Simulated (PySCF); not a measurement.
Species: C₈H₈N₂.
Structure used (PBE0-D3(BJ)/def2-SVP), in Å, numbered top down from 1:
```xyz
18
C8H8N2 angstrom
C      2.082    2.623    0.345
C      1.777    1.450    0.267
C      1.427    0.082    0.177
C      2.219   -1.065    0.189
C      1.303   -2.120    0.068
N      0.054   -1.671   -0.012
N      0.137   -0.354    0.058
C     -1.036    0.464   -0.030
C     -2.342   -0.080    0.449
C     -2.101    0.109   -1.020
H      2.355    3.660    0.413
H      3.301   -1.103    0.278
H      1.498   -3.191    0.037
H     -0.794    1.514    0.143
H     -2.320   -1.107    0.822
H     -3.016    0.602    0.974
H     -2.602    0.923   -1.549
H     -1.921   -0.795   -1.608
```

Linear response at PBE0/def2-SVPD (PySCF, frozen core in the response, non-relativistic).

Static isotropic polarisability: 106.88 au (15.84 Å³), principal values 70.4, 115.2, 135.0 au.

(1) What is the polarisability at 1064 nm and at the sodium D line?

(2) What is the isotropic C6 coefficient between two such molecules, C6 = (3/π)∫α(iω)² dω?

(3) Which effective excitation energy ω̄ makes London's formula C6 = (3/4)α²ω̄ exact here?

(4) The lowest 10 singlets have (eV, f): 5.37, 0.234; 5.52, 0.162; 5.61, 0.002; 5.81, 0.001; 6.46, 0.000; 6.51, 0.003; 6.64, 0.006; 6.90, 0.001; 7.01, 0.154; 7.12, 0.014. What share of the static polarisability do they carry in the sum over states α = Σ f/ω²?

(5) What n − 1 at the D line would an ideal gas of it have at 273.15 K and 1 atm (2.6868 × 10¹⁹ cm⁻³), by n − 1 = 2π·N·α′?

(6) How anisotropic is the static polarisability, by Δα² = ½[(α1 − α2)² + (α2 − α3)² + (α3 − α1)²]?

(7) What molar refraction at the D line follows from R = (4π/3)·N_A·α′, with α′ the polarisability volume?

(8) What three-body coefficient follows from the one-pole estimate C9 = (3/4)·α·C6?

(9) How many electrons N does the Slater–Kirkwood formula C6 = (3/4)·√N·α^(3/2) need to give this C6?

Results:

(1) 108.22 au at 1064 nm (+1.3 %), 111.56 au at 589.3 nm (+4.4 %). The rise at 589.3 nm is 3.48 times that at 1064 nm; a pure ω² law gives 3.26. The lowest singlet lies at 231 nm, shorter than both wavelengths.

(2) 4289 au (Eh·bohr⁶) by a ten-point quadrature over imaginary frequencies, which is 2560 eV·Å⁶ or 247 J·nm⁶/mol.

(3) ω̄ = 4·C6/(3α²) = 0.501 Eh = 13.6 eV. A one-pole form α(ω) = α/(1 − ω²/ω̄²) fitted to the 1064 nm value gives 10.4 eV. London's choice of the ionisation energy (8.56 eV, ΔSCF at the same level) gives C6 = 2700 au, 37 % too low.

(4) 12.73 au, 11.9 % of α; the largest term, 6.03 au, is that of the state at 5.37 eV. Their oscillator strengths add up to 0.58. Higher states carry the rest.

(5) 27.91 × 10⁻⁴, a formal value whether or not that pressure can be reached.

(6) Δα = 57.3 au, or 0.54 of the isotropic value.

(7) α′ = 16.53 Å³ gives R = 41.70 cm³/mol, for isolated, non-vibrating species.

(8) 344000 au. This is an estimate from the two numbers above, not a computed integral.

(9) N = (4·C6/3)²/α³ = 26.8; the species has 70 electrons in all.

One conformer stands for the species.
